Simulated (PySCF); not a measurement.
## Peak assignment

Cartesian coordinates in Å; atom numbers follow the order of the lines, from 1:
```xyz
23

C    -1.195   -0.978   -1.402
C    -1.110    0.178   -0.402
C    -1.741   -0.260    0.922
C    -1.901    1.363   -0.954
Si    0.706    0.735   -0.148
C     1.726   -0.729    0.543
C     3.136   -0.280    0.735
F     3.711    0.131   -0.409
F     3.241    0.750    1.592
F     3.942   -1.244    1.222
H    -0.755   -0.699   -2.356
H    -2.236   -1.249   -1.576
H    -0.678   -1.859   -1.028
H    -1.232   -1.130    1.331
H    -2.787   -0.524    0.771
H    -1.698    0.541    1.656
H    -1.488    1.694   -1.903
H    -1.873    2.201   -0.262
H    -2.942    1.086   -1.113
H     0.770    1.825    0.830
H     1.299    1.127   -1.430
H     1.743   -1.579   -0.136
H     1.358   -1.070    1.509
```

Calculated, not measured (PySCF 2.14.0 with density-fitted response routines): structure optimised with GFN2-xTB, shielding tensors at PBE0/pcSseg-1 (GIAO). Single conformer, gas phase, fast rotation and ring inversion assumed for equivalent nuclei, non-relativistic Hamiltonian.

References, each an isolated molecule treated in the same way: 13C (σref 186.93), 1H (σref 31.72) against TMS.

(1) Assign these signals to the numbered atoms. 13C{1H} NMR (computed): δ 137.3 (C), 29.3 (CH3), 19.5 (C), 19.4 (CH2).

(2) Assign these signals to the numbered atoms. 1H NMR (400 MHz, computed): δ 4.23 (t, 2H), 1.62 (m, 2H), 1.04 (s, 9H).

## Answers

(1) 
| δ (ppm) | atoms | environment | reason |
| --- | --- | --- | --- |
| 137.3 | C7 | CF3 carbon | 3 electronegative neighbours deshield it |
| 29.3 | C1/C3/C4 | methyl carbon | a saturated carbon with 1 carbon neighbour and no heteroatom attached |
| 19.5 | C2 | fully substituted sp3 carbon bonded to Si | – |
| 19.4 | C6 | sp3 CH2 bonded to Si | – |

C2 and C6 lie closer than the usual error of such a calculation, so a measured spectrum could show them in the other order.

(2) 
4.23 → H20/H21, hydrogen on a silicon bonded to 2 C
1.62 → H22/H23, hydrogen on an sp3 CH2 bonded to Si
1.04 → H11/H12/H13/H14/H15/H16/H17/H18/H19, hydrogen on a methyl carbon

Splittings by 19F in the carbon and heteronuclear signals aren't shown, as no couplings were computed. Shifts are as computed. Against solution values, carbons near 30 ppm lie about +3 ppm off and those near 130 ppm about +5 ppm. Of 1309 compounds with measured shifts, 239 miss one by over three times the rms of a fit or turn the order of signals round; such compounds aren't used in these exercises. No couplings were computed; multiplicities are counted from neighbouring protons, with m where these are inequivalent, close in shift, in a saturated or five-membered ring or joined by F or P, and br s for small geminal =CH2 splittings.
